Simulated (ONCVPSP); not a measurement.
hafnium: excitation energies, all-electron against ONCV

Hf, optimised norm-conserving Vanderbilt (ONCV), made with ONCVPSP 4.0.1 (LDA (Perdew-Wang 92), scalar-relativistic). Core [Kr] 4d10 4f14, reference 5s2 5p6 5d2 6s1 (charge +1). Waves: 5s+6s: rc 2.00 bohr, ncon 4, nbas 8, qcut 6.6 1/bohr, 2 projectors; 5p: rc 2.20 bohr, ncon 4, nbas 8, qcut 7 1/bohr, 2 projectors, debl 2.8 Ha; 5d: rc 1.90 bohr, ncon 4, nbas 9, qcut 4.7 1/bohr, 1 projector; f scattering state at 0.08 Ha: rc 1.85 bohr, ncon 3, nbas 6, qcut 6.4 1/bohr, 2 projectors, debl 0.9 Ha. Local part: polynomial inside 1.60 bohr (lpopt 5, dvloc0 1 Ha). Core correction: none.

Energies are relative to the spin-unpolarised reference configuration 5s2 5p6 5d2 6s1; without spin polarisation the order of configurations can differ from experiment.

```csv
valence configuration,charge,ΔE all-electron (eV),error AE − PS (meV)
5s2 5p6 5d2 6s2,0,-8.191,+4.5
5s2 5p6 5d1 6s0,+3,36.596,-14
```

Question: What are ΔE and the potential's error for 5s2 5p6 5d3 6s0?

Answer: ΔE = 2.029 eV all-electron; the error (AE − PS) is -5.9 meV.

Question: What are ΔE and the potential's error for 5s2 5p6 5d2 6s0?

Answer: ΔE = 14.495 eV all-electron; the error (AE − PS) is -0.3 meV.

Levels in the configuration 5s2 5p6 5d1 6s0:

| level | all-electron (eV) | pseudo (eV) |
| --- | --- | --- |
| 5s | -94.583 | -94.799 |
| 5p | -62.802 | -62.951 |
| 5d | -27.426 | -27.451 |

Note: ghosts flagged at negative energy: f at -11.0 eV; GHOST(+) flagged for s at 264.2 eV. A true bound ghost makes a file unfit for plane-wave use.
